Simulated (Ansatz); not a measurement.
Relaxation of Ga10Sb10H28, a nanocrystal cut from zinc blende GaSb (hydrogen-capped) with RKS PBE-D4/def2-SVP.

```sh
$ ansatz run in.yaml --threads 11 --pin off --events-out ev --progress --plain --max-ram 174080MiB --backend cuda --devices 0, --max-vram 75GiB
```

```yaml
crystal:
  periodic: [false, false, false]
  atoms:
    - {symbol: Ga, position_ang: [-4.311300, 2.295500, -0.244900]}
    - {symbol: Ga, position_ang: [-1.286100, -3.803200, 2.806900]}
    - {symbol: Ga, position_ang: [1.775400, -3.808100, -0.244400]}
    - {symbol: Ga, position_ang: [-1.262100, 2.283600, -3.291600]}
    - {symbol: Ga, position_ang: [1.772400, -0.769300, -3.307100]}
    - {symbol: Ga, position_ang: [-1.257500, -0.766200, -0.254200]}
    - {symbol: Ga, position_ang: [-1.278200, 2.279300, 2.800300]}
    - {symbol: Ga, position_ang: [1.779400, -0.747400, 2.815300]}
    - {symbol: Ga, position_ang: [1.742800, 2.254800, -0.252500]}
    - {symbol: Ga, position_ang: [4.827200, -0.763600, -0.246600]}
    - {symbol: Sb, position_ang: [-2.759700, -2.308500, 1.269500]}
    - {symbol: Sb, position_ang: [-2.760900, 0.767900, -1.764900]}
    - {symbol: Sb, position_ang: [-2.799200, 3.783400, 1.277700]}
    - {symbol: Sb, position_ang: [0.260100, -2.310200, -1.785100]}
    - {symbol: Sb, position_ang: [0.257400, -2.306000, 4.323700]}
    - {symbol: Sb, position_ang: [3.309900, -2.291300, 1.267600]}
    - {symbol: Sb, position_ang: [0.267400, 0.771500, -4.820000]}
    - {symbol: Sb, position_ang: [0.246200, 3.819100, -1.782400]}
    - {symbol: Sb, position_ang: [3.321700, 0.742100, -1.761100]}
    - {symbol: Sb, position_ang: [0.258200, 0.739400, 1.270500]}
    - {symbol: H, position_ang: [-5.204800, 3.176400, -1.153700]}
    - {symbol: H, position_ang: [-5.222200, 1.397000, 0.632300]}
    - {symbol: H, position_ang: [-2.152100, -4.694600, 3.664600]}
    - {symbol: H, position_ang: [-0.373600, -4.687600, 1.906600]}
    - {symbol: H, position_ang: [2.660500, -4.694700, -1.135200]}
    - {symbol: H, position_ang: [0.907800, -4.711100, 0.617100]}
    - {symbol: H, position_ang: [-2.157300, 3.165600, -4.177300]}
    - {symbol: H, position_ang: [2.675500, -1.680400, -4.206900]}
    - {symbol: H, position_ang: [-2.142400, 1.404200, 3.679700]}
    - {symbol: H, position_ang: [-0.377400, 3.179000, 3.696300]}
    - {symbol: H, position_ang: [2.685800, 0.126100, 3.687900]}
    - {symbol: H, position_ang: [2.668700, 3.188100, 0.605500]}
    - {symbol: H, position_ang: [5.720500, -1.655500, -1.160300]}
    - {symbol: H, position_ang: [5.727600, 0.112500, 0.652200]}
    - {symbol: H, position_ang: [-3.786400, -3.274800, 0.300400]}
    - {symbol: H, position_ang: [-3.778800, -1.311900, 2.245500]}
    - {symbol: H, position_ang: [-3.758200, -0.236500, -2.778200]}
    - {symbol: H, position_ang: [-3.782400, 4.798300, 2.281000]}
    - {symbol: H, position_ang: [-1.798000, 4.801400, 0.271400]}
    - {symbol: H, position_ang: [-0.727500, -3.300400, -2.757900]}
    - {symbol: H, position_ang: [1.274400, -3.307700, 5.281200]}
    - {symbol: H, position_ang: [-0.725300, -1.260600, 5.303200]}
    - {symbol: H, position_ang: [4.282800, -3.276000, 2.255600]}
    - {symbol: H, position_ang: [-0.742100, -0.240100, -5.809900]}
    - {symbol: H, position_ang: [1.245500, 1.755400, -5.820500]}
    - {symbol: H, position_ang: [1.238900, 4.796400, -2.782100]}
    - {symbol: H, position_ang: [-0.734400, 4.784400, -0.798200]}
    - {symbol: H, position_ang: [4.323400, 1.750400, -2.768700]}
basis:
  gaussian: {orbitals: def2-SVP, fitting: {mean_field: def2-universal-jkfit}}
hamiltonian: {xc: pbe, dispersion: d4}
scf: {lower_state_search: "off"}
output: {orbitals: {seedname: orbitals}}
relax: {f_tol: 0.03, max_steps: 70}
```

Hardware: 11 threads of AMD EPYC 7R13 on a shared host and a whole NVIDIA H100 80GB HBM3. Wall time 94 s, peak host memory 1.5 GiB.

Positions (Å) and forces (eV/Å) at steps 1, 2, 3, 4, 5 of 26:

```xyz
48
step=1 energy=-589474.1392 eV
Ga   -4.311    2.296   -0.245   -0.648    0.060   -0.414
Ga   -1.286   -3.803    2.807    0.376   -0.651    0.010
Ga    1.775   -3.808   -0.244    0.527   -0.393   -0.026
Ga   -1.262    2.284   -3.292   -0.366    0.048   -0.309
Ga    1.772   -0.769   -3.307    0.508   -0.250   -0.119
Ga   -1.258   -0.766   -0.254    0.032   -0.106   -0.387
Ga   -1.278    2.279    2.800    0.787    0.401    0.105
Ga    1.779   -0.747    2.815    0.464   -0.428   -0.144
Ga    1.743    2.255   -0.253    0.701    0.141    0.102
Ga    4.827   -0.764   -0.247    0.753   -0.325    0.229
Sb   -2.760   -2.308    1.270    0.225    0.489    0.170
Sb   -2.761    0.768   -1.765    0.046   -0.061    0.244
Sb   -2.799    3.783    1.278    0.093   -0.248    0.137
Sb    0.260   -2.310   -1.785    0.104    0.525    0.477
Sb    0.257   -2.306    4.324   -0.279    0.476   -0.635
Sb    3.310   -2.291    1.268   -0.870    0.492   -0.326
Sb    0.267    0.771   -4.820   -0.059   -0.260    0.493
Sb    0.246    3.819   -1.782    0.617   -1.009   -0.226
Sb    3.322    0.742   -1.761   -0.701    0.212   -0.192
Sb    0.258    0.739    1.270   -0.463   -0.017   -0.206
H    -5.205    3.176   -1.154   -0.112    0.435   -0.481
H    -5.222    1.397    0.632    0.023   -0.448    0.521
H    -2.152   -4.695    3.665   -0.923   -0.425    0.843
H    -0.374   -4.688    1.907    0.195    0.179   -0.202
H     2.660   -4.695   -1.135    0.592   -0.167   -0.697
H     0.908   -4.711    0.617   -0.655   -0.301    0.467
H    -2.157    3.166   -4.177   -0.415    0.414   -0.429
H     2.675   -1.680   -4.207    0.087   -0.158   -0.215
H    -2.142    1.404    3.680   -0.915   -0.820    0.379
H    -0.377    3.179    3.696    0.424    0.355    0.020
H     2.686    0.126    3.688    0.338    0.561    0.473
H     2.669    3.188    0.606    0.047    0.169    0.197
H     5.721   -1.655   -1.160   -0.018   -0.363   -0.439
H     5.728    0.113    0.652    0.129    0.602    0.430
H    -3.786   -3.275    0.300   -0.178    0.098    0.135
H    -3.779   -1.312    2.245   -0.121   -0.196   -0.315
H    -3.758   -0.236   -2.778    0.203    0.255    0.122
H    -3.782    4.798    2.281    0.232    0.044   -0.336
H    -1.798    4.801    0.271   -0.390    0.131    0.383
H    -0.728   -3.300   -2.758   -0.106   -0.055   -0.158
H     1.274   -3.308    5.281   -0.263    0.214    0.208
H    -0.725   -1.261    5.303    0.359   -0.376    0.199
H     4.283   -3.276    2.256    0.097   -0.094    0.077
H    -0.742   -0.240   -5.810    0.253    0.438   -0.063
H     1.246    1.755   -5.821   -0.155   -0.099   -0.307
H     1.239    4.796   -2.782   -0.184    0.182    0.103
H    -0.734    4.784   -0.798   -0.159    0.532   -0.034
H     4.323    1.750   -2.769   -0.232   -0.206    0.136
48
step=2 energy=-589475.9645 eV
Ga   -4.453    2.309   -0.297   -0.345   -0.006    0.111
Ga   -1.328   -3.957    2.874    0.058   -0.307   -0.029
Ga    1.838   -3.956   -0.270    0.040   -0.277   -0.074
Ga   -1.382    2.339   -3.389    0.062   -0.043    0.119
Ga    1.869   -0.850   -3.344    0.031   -0.176    0.072
Ga   -1.254   -0.774   -0.311    0.035    0.143    0.067
Ga   -1.219    2.268    2.908    0.214    0.022    0.210
Ga    1.888   -0.703    2.831   -0.187    0.236   -0.188
Ga    1.859    2.276   -0.180   -0.056   -0.067    0.322
Ga    4.954   -0.774   -0.221    0.161   -0.046   -0.065
Sb   -2.699   -2.275    1.304   -0.102   -0.235    0.076
Sb   -2.754    0.810   -1.718   -0.172    0.251   -0.148
Sb   -2.801    3.679    1.300    0.000    0.160   -0.135
Sb    0.312   -2.276   -1.723    0.201   -0.355   -0.238
Sb    0.225   -2.250    4.197   -0.003   -0.068    0.319
Sb    3.207   -2.234    1.196    0.389   -0.163   -0.110
Sb    0.285    0.755   -4.728   -0.092    0.100   -0.204
Sb    0.302    3.681   -1.798   -0.302    0.366    0.004
Sb    3.239    0.714   -1.742    0.419   -0.211    0.103
Sb    0.217    0.735    1.247    0.257    0.154    0.155
H    -5.260    3.252   -1.252   -0.003    0.131   -0.174
H    -5.223    1.344    0.694    0.070   -0.077    0.049
H    -2.287   -4.763    3.787   -0.346   -0.034    0.328
H    -0.353   -4.699    1.892   -0.025    0.079   -0.004
H     2.765   -4.743   -1.256    0.224    0.057   -0.240
H     0.856   -4.762    0.631   -0.159   -0.100    0.082
H    -2.263    3.253   -4.281   -0.183    0.220   -0.242
H     2.734   -1.753   -4.283    0.080   -0.089   -0.143
H    -2.213    1.339    3.685   -0.231   -0.233    0.053
H    -0.285    3.232    3.724    0.154    0.081   -0.039
H     2.738    0.221    3.752    0.117    0.208    0.187
H     2.725    3.251    0.689    0.076    0.103    0.096
H     5.734   -1.711   -1.225   -0.079   -0.074   -0.081
H     5.759    0.205    0.708   -0.046    0.175    0.104
H    -3.801   -3.219    0.367    0.057    0.159    0.090
H    -3.828   -1.335    2.186   -0.030    0.043   -0.107
H    -3.717   -0.173   -2.754    0.049    0.025    0.005
H    -3.735    4.809    2.207    0.032   -0.065   -0.071
H    -1.894    4.837    0.369   -0.200   -0.134    0.209
H    -0.697   -3.259   -2.742    0.103    0.199    0.092
H     1.171   -3.215    5.294   -0.201    0.206   -0.157
H    -0.656   -1.329    5.365    0.123   -0.116   -0.078
H     4.227   -3.229    2.200   -0.193    0.176   -0.143
H    -0.690   -0.139   -5.834    0.083    0.104    0.002
H     1.184    1.703   -5.867   -0.148   -0.136    0.088
H     1.194    4.813   -2.752   -0.092   -0.096    0.058
H    -0.687    4.819   -0.893    0.311   -0.246   -0.337
H     4.253    1.699   -2.739   -0.148   -0.044    0.008
48
step=3 energy=-589476.3338 eV
Ga   -4.551    2.328   -0.289   -0.115   -0.048    0.090
Ga   -1.400   -4.022    2.962   -0.004   -0.057    0.030
Ga    1.902   -4.042   -0.314    0.017   -0.086   -0.030
Ga   -1.416    2.382   -3.426    0.044   -0.059    0.054
Ga    1.914   -0.886   -3.354   -0.029    0.026    0.081
Ga   -1.228   -0.742   -0.313    0.105    0.069    0.023
Ga   -1.207    2.255    2.983   -0.005   -0.029    0.081
Ga    1.909   -0.668    2.814   -0.064   -0.024   -0.123
Ga    1.901    2.279   -0.135   -0.034   -0.054    0.001
Ga    5.033   -0.787   -0.225    0.146   -0.015   -0.018
Sb   -2.680   -2.283    1.329    0.013   -0.054    0.027
Sb   -2.779    0.875   -1.716   -0.049    0.051   -0.001
Sb   -2.843    3.635    1.331    0.019   -0.022   -0.014
Sb    0.373   -2.301   -1.720    0.005   -0.069   -0.019
Sb    0.203   -2.240    4.191    0.000   -0.045   -0.034
Sb    3.239   -2.233    1.142    0.020   -0.047    0.034
Sb    0.265    0.748   -4.723   -0.028   -0.013    0.035
Sb    0.310    3.664   -1.825    0.014    0.001   -0.016
Sb    3.293    0.664   -1.702    0.030   -0.014   -0.032
Sb    0.248    0.774    1.283   -0.064    0.027   -0.028
H    -5.290    3.288   -1.297    0.003    0.015    0.011
H    -5.254    1.316    0.714    0.009    0.032   -0.084
H    -2.421   -4.733    3.924   -0.041    0.077    0.051
H    -0.421   -4.715    1.944   -0.041   -0.057    0.036
H     2.876   -4.717   -1.361    0.024    0.072   -0.006
H     0.878   -4.833    0.579    0.011   -0.063    0.016
H    -2.282    3.308   -4.347   -0.047    0.092   -0.103
H     2.764   -1.778   -4.329    0.043   -0.012   -0.101
H    -2.242    1.289    3.701    0.036   -0.019    0.008
H    -0.225    3.236    3.734   -0.028    0.007   -0.009
H     2.732    0.274    3.767    0.055    0.026    0.079
H     2.757    3.275    0.730    0.047    0.087    0.011
H     5.744   -1.751   -1.262    0.011    0.033    0.050
H     5.756    0.255    0.722   -0.017   -0.042   -0.029
H    -3.801   -3.183    0.388   -0.007    0.052   -0.029
H    -3.832   -1.317    2.153   -0.003    0.059   -0.053
H    -3.715   -0.125   -2.759    0.031   -0.014   -0.009
H    -3.774    4.774    2.217   -0.027   -0.015    0.027
H    -1.964    4.810    0.433   -0.039   -0.006    0.031
H    -0.658   -3.225   -2.749   -0.013    0.069   -0.011
H     1.128   -3.179    5.292    0.010    0.025    0.014
H    -0.652   -1.338    5.376    0.014    0.022    0.001
H     4.227   -3.207    2.164   -0.020    0.027    0.026
H    -0.689   -0.120   -5.859    0.009    0.000   -0.001
H     1.140    1.678   -5.874   -0.014    0.001    0.002
H     1.182    4.799   -2.777    0.012   -0.044   -0.026
H    -0.639    4.818   -0.979    0.020    0.021   -0.029
H     4.246    1.666   -2.730   -0.058    0.018   -0.013
48
step=4 energy=-589476.4221 eV
Ga   -4.618    2.312   -0.263   -0.008   -0.028    0.036
Ga   -1.454   -4.018    3.001   -0.059    0.004    0.073
Ga    1.933   -4.076   -0.324    0.029   -0.023   -0.015
Ga   -1.429    2.398   -3.445   -0.001   -0.003    0.016
Ga    1.932   -0.894   -3.357    0.004    0.014    0.020
Ga   -1.206   -0.709   -0.327    0.067    0.013   -0.013
Ga   -1.222    2.223    3.037   -0.035   -0.023    0.018
Ga    1.915   -0.664    2.785   -0.005   -0.012   -0.046
Ga    1.923    2.281   -0.140   -0.014   -0.008   -0.002
Ga    5.092   -0.812   -0.231    0.038    0.004    0.003
Sb   -2.671   -2.247    1.320    0.010   -0.042    0.014
Sb   -2.796    0.909   -1.711   -0.033    0.034    0.005
Sb   -2.891    3.581    1.381   -0.019   -0.064    0.012
Sb    0.392   -2.306   -1.719   -0.009   -0.049    0.036
Sb    0.199   -2.231    4.174    0.007   -0.047   -0.058
Sb    3.266   -2.247    1.135   -0.029    0.014   -0.016
Sb    0.252    0.736   -4.708   -0.038   -0.011    0.037
Sb    0.342    3.651   -1.868   -0.026   -0.044    0.010
Sb    3.321    0.646   -1.700    0.041   -0.033    0.012
Sb    0.246    0.800    1.286    0.014    0.057    0.013
H    -5.334    3.297   -1.269    0.015   -0.008    0.039
H    -5.331    1.275    0.701    0.013    0.021   -0.077
H    -2.511   -4.628    4.009    0.058    0.094   -0.069
H    -0.502   -4.777    2.002   -0.066   -0.047    0.040
H     2.942   -4.671   -1.394   -0.062    0.045    0.042
H     0.934   -4.910    0.569    0.044   -0.009   -0.034
H    -2.263    3.341   -4.395    0.010    0.002   -0.006
H     2.772   -1.744   -4.389   -0.005    0.016   -0.009
H    -2.231    1.226    3.758    0.085    0.016   -0.027
H    -0.255    3.234    3.771   -0.044   -0.015   -0.008
H     2.745    0.246    3.776   -0.002   -0.016    0.000
H     2.779    3.320    0.685    0.007    0.012   -0.013
H     5.820   -1.777   -1.253   -0.009    0.032    0.029
H     5.801    0.231    0.725   -0.020   -0.034   -0.029
H    -3.802   -3.109    0.355   -0.001    0.020   -0.031
H    -3.825   -1.243    2.097    0.031    0.032   -0.027
H    -3.704   -0.109   -2.762    0.024   -0.025   -0.009
H    -3.828    4.712    2.272   -0.020   -0.012    0.032
H    -2.030    4.771    0.494    0.015    0.014   -0.021
H    -0.662   -3.180   -2.765   -0.017    0.030   -0.007
H     1.128   -3.149    5.287    0.027   -0.010    0.015
H    -0.639   -1.320    5.362   -0.002    0.039   -0.011
H     4.238   -3.203    2.185   -0.011    0.005    0.039
H    -0.693   -0.129   -5.851    0.002   -0.027    0.000
H     1.118    1.668   -5.864    0.008    0.016   -0.005
H     1.222    4.764   -2.837    0.020   -0.029   -0.027
H    -0.592    4.827   -1.043   -0.008    0.064    0.028
H     4.229    1.670   -2.746   -0.028    0.022   -0.007
48
step=5 energy=-589476.4774 eV
Ga   -4.653    2.282   -0.249    0.004   -0.038   -0.015
Ga   -1.516   -3.986    3.035   -0.084   -0.047    0.029
Ga    1.957   -4.096   -0.330   -0.001   -0.025   -0.027
Ga   -1.441    2.407   -3.445   -0.053    0.027   -0.017
Ga    1.943   -0.898   -3.341    0.022   -0.018   -0.031
Ga   -1.167   -0.676   -0.338    0.029   -0.011   -0.009
Ga   -1.220    2.196    3.070   -0.020   -0.042   -0.003
Ga    1.925   -0.652    2.754   -0.001    0.018    0.007
Ga    1.948    2.295   -0.146    0.019    0.021   -0.001
Ga    5.130   -0.822   -0.228   -0.007    0.006    0.001
Sb   -2.652   -2.210    1.295   -0.012    0.014   -0.001
Sb   -2.803    0.922   -1.707   -0.007   -0.008   -0.025
Sb   -2.926    3.515    1.421   -0.032   -0.055    0.054
Sb    0.407   -2.318   -1.707   -0.037    0.011    0.008
Sb    0.208   -2.221    4.138    0.019   -0.035   -0.029
Sb    3.276   -2.247    1.123    0.015   -0.004   -0.012
Sb    0.229    0.715   -4.677    0.014    0.020    0.016
Sb    0.345    3.646   -1.875   -0.007   -0.007    0.011
Sb    3.347    0.635   -1.689   -0.018    0.041   -0.019
Sb    0.265    0.837    1.284    0.033    0.036    0.018
H    -5.349    3.306   -1.229    0.017   -0.016    0.036
H    -5.380    1.199    0.647    0.008    0.028   -0.030
H    -2.619   -4.476    4.066    0.118    0.084   -0.100
H    -0.637   -4.865    2.059   -0.079    0.026    0.090
H     2.957   -4.635   -1.439   -0.048    0.023    0.063
H     0.984   -4.980    0.544    0.048    0.032   -0.016
H    -2.250    3.356   -4.418    0.038   -0.041    0.047
H     2.772   -1.720   -4.412   -0.027    0.035    0.046
H    -2.162    1.135    3.788    0.055    0.042   -0.029
H    -0.286    3.236    3.804   -0.040   -0.012   -0.005
H     2.757    0.236    3.770   -0.019   -0.047   -0.035
H     2.810    3.360    0.648   -0.025   -0.031   -0.029
H     5.861   -1.779   -1.250    0.000    0.010    0.011
H     5.825    0.225    0.728   -0.006   -0.023    0.002
H    -3.787   -3.035    0.303    0.008    0.014   -0.004
H    -3.789   -1.157    2.036    0.030   -0.007   -0.013
H    -3.672   -0.123   -2.766    0.016   -0.011    0.009
H    -3.870    4.630    2.329    0.001   -0.006    0.002
H    -2.072    4.712    0.534    0.003    0.006   -0.006
H    -0.674   -3.142   -2.766   -0.001    0.011    0.008
H     1.144   -3.125    5.260    0.001   -0.009    0.006
H    -0.616   -1.279    5.314    0.004    0.010   -0.018
H     4.220   -3.185    2.215   -0.006    0.001    0.013
H    -0.700   -0.166   -5.822   -0.003   -0.017    0.014
H     1.090    1.650   -5.835    0.009    0.001   -0.009
H     1.243    4.719   -2.875    0.006   -0.017   -0.014
H    -0.556    4.861   -1.062    0.016    0.022    0.005
H     4.207    1.687   -2.750    0.001   -0.010    0.003
```

In the def2 sets Sb takes a core potential; there is no spin–orbit coupling. Single mean-field runs in def2-SVP are fitted with def2-universal-jkfit.
